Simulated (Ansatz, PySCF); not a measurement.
C₅H₅Cl, SMILES C1(CC=CC=1)Cl. Atoms are numbered in the order given.

```xyz
11

Cl    -0.0044    -2.0084     0.0000
C     -0.0703    -0.2899     0.0000
C     -1.1724     0.4843     0.0000
C     -0.7347     1.8921     0.0000
C      0.6129     1.9500     0.0000
C      1.1734     0.5530     0.0000
H     -2.2049     0.1326     0.0000
H     -1.4162     2.7457     0.0000
H      1.2268     2.8524     0.0000
H      1.7979     0.3456     0.8869
H      1.7979     0.3456    -0.8869
```

Geometry optimised at ωB97X-D3(BJ)/def2-SVP. Other conformers were not sampled.

Two levels are set side by side: PBE-D3(BJ)/def2-SVP (Ansatz, a program for electronic structure) and ωB97X-D3(BJ)/def2-SVP (PySCF). Each level has its own optimised geometry; the coordinates shown are those of the second. Frequencies come from the Hessian of PySCF at each geometry. Differences are taken from unrounded values.

```
quantity                            ωB97X-D3(BJ)
----------------------------------  ------------
mean bond length (Å)                       1.307
bond Cl1–C2 (Å)                            1.720
bond C2–C3 (Å)                             1.347
bond C2–C6 (Å)                             1.502
bond C3–C4 (Å)                             1.474
bond C4–C5 (Å)                             1.349
bond C5–C6 (Å)                             1.505
bond C3–H7 (Å)                             1.091
bond C4–H8 (Å)                             1.092
bond C5–H9 (Å)                             1.091
bond C6–H10 (Å)                            1.104
bond C6–H11 (Å)                            1.104
highest harmonic wavenumber (cm⁻¹)          3266
mean harmonic wavenumber (cm⁻¹)             1376
zero-point energy (kcal/mol)               53.11
```

**Question.** What does PBE-D3(BJ) give, and how far is it from ωB97X-D3(BJ)? (The exact figures need the calculation; the answer reports its results.)

**Answer.** 
```csv
quantity,PBE-D3(BJ),PBE-D3(BJ) minus ωB97X-D3(BJ)
mean bond length (Å),1.314,0.006
bond Cl1–C2 (Å),1.726,0.007
bond C2–C3 (Å),1.364,0.017
bond C2–C6 (Å),1.505,0.002
bond C3–C4 (Å),1.466,-0.008
bond C4–C5 (Å),1.363,0.015
bond C5–C6 (Å),1.504,-0.001
bond C3–H7 (Å),1.097,0.007
bond C4–H8 (Å),1.099,0.007
bond C5–H9 (Å),1.098,0.006
bond C6–H10 (Å),1.113,0.009
bond C6–H11 (Å),1.113,0.009
highest harmonic wavenumber (cm⁻¹),3173,-93
mean harmonic wavenumber (cm⁻¹),1317,-59
zero-point energy (kcal/mol),50.84,-2.27
```

GGA bonds tend to be longer and softer than those of functionals with exact exchange. Differences between two approximate levels are no errors against the true value.
